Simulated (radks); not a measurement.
Species: B+. Configuration: [He] 2s2 (the NIST ground configuration).

Calculated with a radial shooting solver on a logarithmic mesh with Libxc functionals: non-relativistic Kohn-Sham, exchange-only PBE, spin-polarised, spherical densities, point nucleus.

Energy parts (hartree):
part                 energy
total             -24.20186
kinetic            24.20186
electron-nucleus  -54.55569
Hartree             9.59813
exchange           -3.44616

Orbitals (lengths in bohr, moments of r in powers of bohr; r(max) is where P^2 peaks):
1s: occ. 2; eigenvalue (hartree) -7.08628; <1/r> 4.652; <r^2> 0.1476; r(max) 0.2104
2s: occ. 2; eigenvalue (hartree) -0.68628; <1/r> 0.8035; <r^2> 3.824; r(max) 1.440

The highest occupied level is 2s at -18.675 eV. Summed over all electrons, <r^2> = 7.944 bohr^2, which gives a Langevin (diamagnetic) susceptibility term of -6.29 x 10^-6 cm^3/mol. The density falls to 0.001 e/bohr^3 at r = 3.35 bohr.
